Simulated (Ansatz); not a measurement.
Cartesian coordinates in Å:
```
F -2.005 -0.137 0.116
C -0.935 -0.872 0.532
F -1.288 -2.181 0.403
C 0.272 -0.561 -0.302
Si 0.780 1.257 -0.279
H -0.796 -0.675 1.601
H 1.107 -1.164 0.066
H 0.070 -0.873 -1.331
H 2.112 1.379 -0.926
H -0.199 2.099 -1.008
H 0.882 1.727 1.128
```

Charge 0, multiplicity 1.

Question: List the ωB97M-V/def2-TZVPP orbital energies in eV (the Gaussian-basis code of Ansatz). (An estimate is asked.)

Answer: The calculation gave: Occupied: -1807.11, -677.86, -677.78, -285.97, -281.74, -148.21, -102.32, -102.32, -102.31, -37.78, -36.19, -24.62, -21.10, -18.45, -18.13, -17.62, -16.69, -14.86, -14.66, -14.15, -13.81, -12.52, -12.06, -12.00, -11.78. Lowest empty: 2.04, 2.76, 2.92, 3.17, 3.65, 3.91, 4.18, 5.25.
